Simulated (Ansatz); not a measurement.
CH$_{2}$BrFO$_{2}$, SMILES `OC(O)(F)Br`. The species carries charge 0 and has multiplicity 1. The geometry is a stationary point of PBE0-D4/def2-TZVP. It is one conformer, not always the lowest.

```xyz
7

O     0.100   -0.171   -1.204
C    -0.181   -0.223    0.124
O     0.062    0.933    0.797
F    -1.475   -0.565    0.205
Br    0.876   -1.604    1.043
H     1.043   -0.003   -1.307
H    -0.426    1.634    0.343
```

Problem. What is the dipole moment at PBE/def2-TZVPP? (Estimate.)

Solution. The calculation gave: 2.56 D, with components (0.78, 2.06, -1.30) D in this frame, pointing from negative to positive charge.

Problem. And with r2SCAN, B3LYP, ωB97M-V? (An estimate is asked.)

Solution. Computed: r2SCAN 2.66 D, B3LYP 2.56 D, ωB97M-V 2.56 D.

Problem. Give the Mulliken charges with PBE, ωB97M-V, r2SCAN in def2-TZVPP. (Estimate.)

Solution. Computed: 
| atom | PBE | ωB97M-V | r2SCAN |
| --- | --- | --- | --- |
| O1 | -0.22 | -0.25 | -0.28 |
| C2 | 0.28 | 0.35 | 0.41 |
| O3 | -0.23 | -0.25 | -0.28 |
| F4 | -0.12 | -0.16 | -0.16 |
| Br5 | -0.13 | -0.09 | -0.13 |
| H6 | 0.21 | 0.20 | 0.23 |
| H7 | 0.20 | 0.19 | 0.22 |

B3LYP here is the variant with VWN-RPA as its local correlation; programs differ in this.
